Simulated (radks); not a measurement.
The numbers below are computed, except where a source is named.
Neutral cadmium inside a hard spherical wall (all orbitals vanish at R), configuration held at [Kr] 4d10 5s2 and not refilled when levels cross. Level of theory: scalar-relativistic Kohn-Sham, PBE, spin-polarised, spherical densities, finite nucleus; Fermi nuclear charge, rms radius 4.6087 fm (a radial shooting solver on a logarithmic mesh with Libxc functionals). Eigenvalues in eV for spin up, with the zero of energy where the potential of the charges vanishes at infinity; a dash marks a level that is unbound or too diffuse for the functional's potential to be trusted. A positive occupied level is held by the wall or, in an anion where self-interaction has pushed it up, behind a barrier. The pressure on the wall is -dE/dV.

R (bohr)  E (hartree)  kinetic (hartree)    e(4s)    e(4p)    e(4d)   e(5s)  e(5p, empty)  e(6s, empty)  pressure (GPa)
free      -5594.52756           5821.261  -105.91  -66.968  -11.734  -5.659        -1.184             -               0
15        -5594.52756           5821.261  -105.91  -66.968  -11.733  -5.659        -1.179         0.290        < 0.0001
12        -5594.52754           5821.261  -105.91  -66.966  -11.732  -5.658        -1.151         0.759        0.000317
10        -5594.52737           5821.263  -105.89  -66.950  -11.716  -5.644        -1.063         1.602         0.00562
8         -5594.52529           5821.281  -105.78  -66.833  -11.601  -5.537        -0.716         3.831           0.101
6         -5594.50206           5821.424  -105.10  -66.150  -10.942  -4.808         0.778        10.823            2.02
3.5       -5593.82489           5824.387  -97.987  -59.194   -4.341   5.778        15.998        62.280             208
3         -5592.93921           5827.947  -92.307  -53.730    1.063  16.120        29.253        100.01             713
2.5       -5590.52045           5837.307  -81.343  -43.152   12.222  39.802        57.936        173.33            2990
1.5       -5549.92670           5973.720    5.978   48.785   117.82  301.42        339.60        763.04          136000
